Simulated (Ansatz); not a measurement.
`CC(N)O[SiH3]`, relaxed with RKS PBE-D4/def2-SVP in Ansatz 0.2.0 from a rough embedded geometry. The force threshold is 0.03 eV/Å; the program also tests the step.

The species carries charge 0 and has multiplicity 1.

Start:

```xyz
14

C    -0.772    1.289   -0.462
C    -0.336   -0.108   -0.535
N    -1.465   -0.900   -0.914
O     0.073   -0.658    0.726
Si    1.718   -0.486    1.137
H    -1.572    1.468    0.357
H    -1.228    1.669   -1.387
H     0.013    1.962   -0.159
H     0.404   -0.203   -1.343
H    -2.174   -0.863   -0.205
H    -1.168   -1.889   -0.920
H     2.482   -1.296    0.144
H     1.900   -0.950    2.522
H     2.124    0.965    1.039
```

| step | energy (eV) | largest force (eV/Å) | largest move (Å) |
| --- | --- | --- | --- |
| 1 | -13617.9652 | 2.499 | 0.000 |
| 2 | -13618.2834 | 1.114 | 0.116 |
| 3 | -13618.3163 | 0.295 | 0.032 |
| 4 | -13618.3229 | 0.222 | 0.146 |
| 5 | -13618.3268 | 0.198 | 0.070 |
| 6 | -13618.3287 | 0.064 | 0.041 |
| 7 | -13618.3300 | 0.048 | 0.064 |
| 8 | -13618.3302 | 0.072 | 0.119 |
| 9 | -13618.3308 | 0.023 | 0.032 |

End:

```xyz
14

C    -0.758    1.311   -0.505
C    -0.422   -0.177   -0.555
N    -1.579   -0.949   -0.887
O     0.135   -0.592    0.724
Si    1.747   -0.410    1.161
H    -1.504    1.499    0.295
H    -1.182    1.645   -1.471
H     0.140    1.918   -0.279
H     0.349   -0.364   -1.343
H    -2.301   -0.816   -0.166
H    -1.344   -1.949   -0.886
H     2.654   -0.919    0.063
H     1.944   -1.221    2.408
H     2.121    1.026    1.441
```

It took 7 s on 4 threads of an AMD EPYC 9R45 on a shared host, with 0.18 GiB of host memory at the peak.
